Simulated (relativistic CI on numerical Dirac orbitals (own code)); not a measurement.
Radial parameters of Nb2+

Computed by Dirac-Coulomb-Breit CI, separate exchange-only KLI orbitals for each configuration, model QED, valence Slater integrals scaled by 0.85, P86 correlation energy added to each configuration (own radial code, finite nucleus).

Slater integrals F^k, G^k are unscaled and averaged over j, outside the closed core [Kr]; ζ comes from projecting the Hamiltonian with its Breit term on Σ l·s of the shell.

- 4d3: F^2(4d,4d) = 53847, F^4(4d,4d) = 35004, ζ(4d) = 482.32 cm⁻¹; <r>(4d) = 1.851, <r^2>(4d) = 4.066 (bohr units).
- 4d2 5s: F^2(4d,4d) = 55666, F^4(4d,4d) = 36284, ζ(4d) = 551.75, G^2(4d,5s) = 17177 cm⁻¹; <r>(4d) = 1.796, <r^2>(4d) = 3.824, <r>(5s) = 3.004, <r^2>(5s) = 10.13 (bohr units).
- 4d2 5p: F^2(4d,4d) = 56560, F^4(4d,4d) = 36937, ζ(4d) = 577.29, F^2(4d,5p) = 22080, G^1(4d,5p) = 10514, G^3(4d,5p) = 8622.5, ζ(5p) = 1211.6 cm⁻¹; <r>(4d) = 1.773, <r^2>(4d) = 3.719, <r>(5p) = 3.598, <r^2>(5p) = 14.54 (bohr units).

(1) Give the Racah parameters of the d shell in 4d3.

In this model ζ of a weakly bound d, f or g electron outside closed shells comes out too small, for d by up to a factor of two or three and at times with the wrong sign; that of an outer p electron is too small as well.

For a near-neutral ion this model can misplace configurations by up to about 10,000 cm⁻¹ (more where the count of f electrons changes) and terms by 10 to 25 % of their spread. Rates follow the energies as ν³ (E1, M1) or ν⁵ (E2), so they and the lifetimes can be off by large factors. The fine structure of a lone outer electron comes out too small, for d and f at times inverted, and misplaced configurations move strength between like terms. 22 of the 24 excited levels that our extract of the measured tables holds in this range could be paired (the sources list more); they are missed by 1723 cm⁻¹ on average and 3527 at most, and levels without a partner can miss by more. Some levels of the ground configuration have no partner and can miss by 10 % or more.

Averages of the first 10 configurations, taken without configuration mixing, which lowers the lowest level and can move excited configurations by several eV; other configurations of the list can lie among them:

```json
{"Configuration": "4d3", "Parity": "even", "States": "120", "Average energy above the lowest level (eV)": "1.6"}
{"Configuration": "4d2 5s", "Parity": "even", "States": "90", "Average energy above the lowest level (eV)": "4.7"}
{"Configuration": "4d2 5p", "Parity": "odd", "States": "270", "Average energy above the lowest level (eV)": "9.6"}
{"Configuration": "4d 5s2", "Parity": "even", "States": "10", "Average energy above the lowest level (eV)": "9.8"}
{"Configuration": "4d2 4f", "Parity": "odd", "States": "630", "Average energy above the lowest level (eV)": "18.4"}
{"Configuration": "4d 5s 5p", "Parity": "odd", "States": "120", "Average energy above the lowest level (eV)": "14.2"}
{"Configuration": "4d2 5d", "Parity": "even", "States": "450", "Average energy above the lowest level (eV)": "15.7"}
{"Configuration": "4d2 6s", "Parity": "even", "States": "90", "Average energy above the lowest level (eV)": "15.6"}
{"Configuration": "4d2 6p", "Parity": "odd", "States": "270", "Average energy above the lowest level (eV)": "17.4"}
{"Configuration": "4d 4f2", "Parity": "even", "States": "910", "Average energy above the lowest level (eV)": "39.1"}
```

Answers

(1) B = F²/49 − 5F⁴/441 = 702 cm⁻¹ and C = 35F⁴/441 = 2778 cm⁻¹; values fitted to spectra at such low charge are typically 15 to 30 % smaller.
